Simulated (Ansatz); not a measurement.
Gas-phase electronic energies from Ansatz, PBE0-D4/def2-TZVP geometries. CBS: MP2 limit from def2 TZ/QZ plus the TZ coupled-cluster correction, frozen cores. This one scheme is used for every species, atoms too. DFT in def2-TZVPP. B3LYP here is the variant with VWN-RPA as its local correlation; programs differ in this. No spin–orbit coupling; open shells (•) take unrestricted orbitals. Spin–orbit coupling would lower the free atoms: a little for B, C, F, O; clearly for Br. Bonds to Br are less sure, by a few kJ/mol each and by 10 to 20 or more in all where they break to atoms, as the def2 sets lack core-valence functions. Scalar relativity is left out up to krypton. Each species was taken in one conformer, which may not be the lowest.

`OCB(F)Br` → B• + Br• + C• + F• + 3 H• + O•  (atomization)

`OCB(F)Br`:

Cartesian coordinates in Å:
```
O 0.546 -1.493 -0.069
C -0.429 -0.499 -0.254
B -0.072 0.965 0.150
F -0.944 1.935 -0.002
Br 1.650 1.412 0.883
H 1.334 -1.086 0.306
H -0.739 -0.469 -1.311
H -1.345 -0.765 0.298
```

```csv
level,ΔE (kcal/mol),difference from CCSD(T)/CBS
r2SCAN-D4,751.6,6.2
B3LYP-D4,742.0,-3.4
ωB97X-V,744.7,-0.7
B3LYP,736.0,-9.4
MP2/def2-TZVPP,750.3,4.9
CCSD/def2-TZVPP,711.9,-33.5
HF/def2-QZVPP,541.2,-204.2
MP2/def2-QZVPP,762.3,16.9
SCS-MP2/def2-QZVPP,749.0,3.6
MP2/CBS(def2),770.8,25.4
CCSD(T)/CBS,745.4,0
```

Largest T1 diagnostic among the species: 0.014.

From PBE to PBE0 (25 % exact exchange), in def2-TZVPP and without D4, ΔE moves by −18.5 kcal/mol: exact exchange takes away binding that semilocal exchange gives to molecules. In def2-TZVPP, CCSD(T) changes the Hartree–Fock value by +184.3 kcal/mol (the triples alone add +13.1 kcal/mol) and MP2 by +209.7 kcal/mol; breaking electron pairs costs correlation energy, which Hartree–Fock lacks. The D4 term adds +6.0 kcal/mol with B3LYP and +3.1 kcal/mol with PBE0; it sums over pairs of atoms, weighted by their polarisabilities, and B3LYP, whose exchange is more repulsive, gets the larger term.

For atomizations the MP2-based limit and the directly extrapolated one differ by several kJ/mol either way, and by 10 to 25 for some Ge, Se and Sn compounds, so smaller differences from it don't rank the levels.
